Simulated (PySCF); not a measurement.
Compound: C4H6FO2 (doublet state).
Cartesian coordinates in Å at the GFN2-xTB level; atoms count from 1:
```xyz
13
C4H6FO2 angstrom
C      2.8681   -0.9184    0.0074
O      1.5345   -0.7902    0.0587
C      0.9806    0.4282    0.0822
C     -0.3485    0.6082    0.2052
F     -0.8170    1.8831    0.1874
O     -1.2691   -0.3477    0.3873
C     -2.5734   -0.0828   -0.1062
H      3.5020   -0.0567   -0.0879
H      3.2230   -1.9209   -0.0986
H      1.6239    1.2970    0.0235
H     -3.1587   -0.9693    0.1250
H     -2.5579    0.0811   -1.1877
H     -3.0117    0.7891    0.3861
```

The hyperfine couplings belong to this conformer and change with its torsions.

The species is `[CH2]O/C=C(/F)OC` [radical].

Method: UKS B3LYP, pcH-1 on C F H O, non-relativistic, mean-field spin-orbit, GIAO (PySCF 2.14.0). One conformer (not necessarily the lowest) at the GFN2-xTB geometry, without solvent, vibrations or thermal averaging. A GFN2-xTB geometry isn't a minimum of the functional, and hyperfine couplings can be far from their values at a DFT geometry. No stability test was run, so a lower SCF solution isn't excluded.

(1) Break the g tensor into its mass correction, gauge correction and orbital-Zeeman/spin–orbit terms.

(2) What are the electron Larmor frequencies g μB B/h along the three axes at 3350 mT?

(3) What effective moment and Curie constant follow for a powder?

(4) How much does each term add to the isotropic shift?

(5) In a frozen sample, at which fields do the three g values resonate at 9.5, 34, 94 and 263 GHz (hyperfine left aside), and which band first spreads them over more than twice a line width of 1.0 mT?

Answers

(1) 
```tsv
Δg (ppm)	1	2	3
relativistic mass correction	-196	-196	-196
gauge correction	0	48	38
orbital Zeeman/spin–orbit	-28	1427	2078
total	-224	1278	1920
```

So g = 2.00210, 2.00360, 2.00424 and g_iso = 2.00331; the tensor is rhombic: the two nearest values differ by 30 % of g3 − g1. Axes: g3 points within 4° of the O2–C3 bond.

(2) 93.8731, 93.9435, 93.9736 GHz for g1, g2 and g3, a range of 100.5 MHz.

(3) With the mean of g² = 4.0133 and S(S+1) = 0.75: μ_eff = √(⟨g²⟩S(S+1)) = 1.735 μB and χT = 0.12505·⟨g²⟩·S(S+1) = 0.376 cm³ K/mol (cgs; spin-Hamiltonian part alone).

(4) The orbital-Zeeman/spin–orbit term 1159, the mass correction -196 and the gauge correction 29 ppm, for a total of 991 ppm. The orbital-Zeeman/spin–orbit term is the largest in size. The mass correction is the same along every axis, so the anisotropy comes from the other two: their spans along these axes are 47 (gauge) and 2107 ppm (orbital Zeeman/spin–orbit).

(5) 
```tsv
band	GHz	B(g3) mT	B(g2) mT	B(g1) mT	spread mT
X	9.5	338.66	338.77	339.02	0.36
Q	34.0	1212.04	1212.43	1213.34	1.30
W	94.0	3350.94	3352.01	3354.53	3.59
J	263.0	9375.51	9378.51	9385.54	10.04
```

The spread grows in proportion to the frequency. W band is the first where it exceeds 2.0 mT.

The largest Mulliken spin populations are on C1 (+0.92), O2 (+0.12), C4 (+0.10) and C3 (-0.06). No atom but C1 exceeds +0.15. The angles at C1 add up to 359.2°, so it is planar; its axial dipolar tensor and the negative couplings of its protons fit spin in a p orbital normal to that plane.

The HOMO–LUMO gaps are 5.24 eV among the α and 5.09 eV among the β orbitals.
